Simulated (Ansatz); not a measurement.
A structure relaxed at r2SCAN-D4/def2-SVPD in Ansatz, charge -1, singlet:

```xyz
5

K     1.1236    0.3496   -1.4010
Bi   -0.6329    1.1179    1.8389
Bi   -1.2934   -1.7326    0.5982
Bi   -0.2851   -2.7838   -1.7956
Bi    1.0877    3.0489    0.7594
```

Question: Give its formula and point group.

Answer: the cluster KBi4⁻. Point group C2v (tolerance 0.1 Å).

Question: Summarise the bond lengths by kind (pairs closer than 1.2 times the sum of covalent radii, bridged metal pairs left out).

Answer: 4 × Bi–K 3.46 to 3.76 Å; 3 × Bi–Bi 2.80 to 3.18 Å.

In the def2 sets Bi takes a core potential; there is no spin–orbit coupling. The restricted singlet is unstable towards broken spin symmetry in Hartree–Fock (as tested in another run); at r2SCAN-D4/def2-SVPD this wasn't settled. Another isomer (singlet) lies 1.07 eV lower at PBE0-D4/def2-TZVPD; other spin states weren't run for this one.
